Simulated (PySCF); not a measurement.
palladium atom (Pd), singlet (core potentials on Pd). Base run: M062X/def2-SVPD, TDDFT run with PySCF.

PySCF was given this input:
```python
from pyscf import gto, scf, dft, tdscf

mol = gto.M(
    atom='''
Pd    0.00000000    0.00000000    0.00000000
''',
    basis='def2-svpd',
    ecp={'Pd': 'def2-svpd'},
    verbose=4,
)

mf = dft.RKS(mol)
mf.xc = 'm062x'
mf.kernel()
td = mf.TDDFT()
td.nstates = 5
td.kernel()
td.analyze(verbose=3)
```

Variants of this job, named by their change:

```
change                   first excitation (eV)  oscillator strength of the first  second (eV)                outcome
-----------------------  ---------------------  --------------------------------  -----------  ---------------------
base                                      1.48                             0.000         1.48              converged
nstates = 15                              1.48                             0.000         1.48              converged
response = Tamm-Dancoff                   1.56                             0.000         1.56              converged
functional = pbe                             -                                 -            -  stopped with an error
functional = b3lyp                        0.92                             0.000         0.92              converged
functional = blyp                            -                                 -            -  stopped with an error
functional = bhandhlyp                    1.39                             0.000         1.39              converged
functional = camb3lyp                     1.01                             0.000         1.01              converged
functional = hf                           2.01                             0.000         2.01              converged
basis = def2-TZVP                         1.49                             0.000         1.49              converged
functional = pbe0                         1.09                             0.000         1.09              converged
```

An iterative solver can miss low states, so a row lists the states that it found.

- functional = pbe: ended with `RuntimeError: Not enough eigenvalues`
- functional = blyp: ended with `RuntimeError: Not enough eigenvalues`
